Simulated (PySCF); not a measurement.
SMILES [SiH2][SiH]([SiH3])[SiH3] (H9Si4), doublet at its PBE0/def2-SVP optimised geometry (Å):

```
13

Si     1.0521     1.8519    -1.9230
Si     0.2903     0.7768     0.0000
Si     1.0913    -1.4347     0.0796
Si    -2.0586     0.7768     0.0000
H      2.5401     1.9958    -2.0064
H      0.5306     1.2343    -3.1833
H      0.7907     1.5286     1.1967
H      0.6102    -2.1351     1.3119
H      2.5864    -1.4465     0.0683
H      0.5921    -2.1756    -1.1197
H     -2.5796     0.0599     1.2048
H     -2.5864     2.1756     0.0000
H     -2.5504     0.0748    -1.2258
```

Method: unrestricted PBE0/def2-TZVP in PySCF.

Map of the Laplacian of the electron density (e/bohr⁵), clipped to [-1.50, 1.50] on the plane z = 1.0 Å:

```
|999999999999999999999999999|
|999999999999999999999999999|
|999999999999999999999999999|
|999999999999999999999999999|
|999999999999999999999999999|
|999999999999999999999999999|
|999999999999999999999999999|
|999999999999999999999999999|
|999999999999999999999999999|
|999999999999998099999999999|
|999999999999998799999999999|
|999999999999999999999999999|
|999999779999999999999999999|
|999999379999999999999999999|
|999999999999999999999999999|
|999999999999999999999999999|
|999999999999999999999999999|
|999999999999999899999999999|
|999999999999998699999999999|
|999999999999999899999999999|
|999999999999999999999999999|
|999999999999999999999999999|
|999999999999999999999999999|
|999999999999999999999999999|
|999999999999999999999999999|
|999999999999999999999999999|
|999999999999999999999999999|
```
Scale: ten equal steps from -1.50 (start of '0') to 0.052 (end of '9'), in the order '0123456789'; x runs from -5.00 to 5.00, y from -5.00 (bottom) to 5.00 (top).
